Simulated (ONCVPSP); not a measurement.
# Ti ONCV: all-electron and pseudo phase curves

- Element: titanium
- Generator: ONCVPSP 4.0.1
- Type: optimised norm-conserving Vanderbilt (ONCV)
- Functional: PBE
- Relativity: scalar-relativistic
- Frozen core: [Ne]
- Valence charge: 12
- Reference configuration: 3s2 3p6 3d2 4s2
- Partial waves: 3s+4s: rc 1.35 bohr, ncon 3, nbas 7, qcut 11.4 1/bohr, 2 projectors; 3p: rc 1.30 bohr, ncon 4, nbas 9, qcut 13.3 1/bohr, 2 projectors, debl 3.8 Ha; 3d: rc 1.30 bohr, ncon 4, nbas 8, qcut 10.5 1/bohr, local
- Local potential: the d channel
- Core correction: Teter function, fcfact 4.25, rcfact 1.8

The phase is arctan(r·R′/R) of the radial function R(r), unwrapped; energies in Ha, scanned from -4 to 5 Ha. A pole is an energy at which the radial function vanishes at the test radius. The pseudo phase is shifted by a multiple of π to meet the all-electron one at the reference energy, and phase errors are pseudo minus all-electron; the curves can meet again beyond the range given. Levels narrower than the energy grid can be missing from the lists of poles.

**Question.** For each channel, where are the poles, and over which energies does the pseudopotential scatter like the atom?

**Answer.**

| channel | radius (bohr) | reference energy (Ha) | poles, all-electron | poles, pseudo | unbroken range about the reference energy with phases within 0.05 rad | phase error 1 Ha above the reference energy (rad) |
| --- | --- | --- | --- | --- | --- | --- |
| s | 1.37 | -0.16 | -1.00 | -1.89, -1.00 | -1.9 to 3.1 | +0.001 |
| p | 1.32 | -1.43 | 0.29 | 0.29 | below 4.3 | -0.000 |
| d | 1.32 | -0.16 | 1.55 | 1.68 | below 2.6 | +0.009 |

Note: ghosts flagged at negative energy: s at -51.0 eV; GHOST(+) flagged for p at 185.4 eV. A true bound ghost makes a file unfit for plane-wave use.

Phases in the p channel:

```tsv
E (Ha)	all-electron	pseudo
-3.98	0.941	0.937
-3.50	0.770	0.765
-3.02	0.457	0.452
-2.54	-0.091	-0.095
-2.06	-0.702	-0.703
-1.58	-1.085	-1.085
-1.10	-1.296	-1.296
-0.62	-1.423	-1.423
-0.14	-1.510	-1.511
0.34	-1.577	-1.577
0.82	-1.633	-1.633
1.30	-1.685	-1.685
1.78	-1.736	-1.737
2.26	-1.793	-1.793
2.74	-1.860	-1.860
3.22	-1.947	-1.949
3.70	-2.071	-2.080
4.18	-2.266	-2.304
4.66	-2.597	-2.739
```
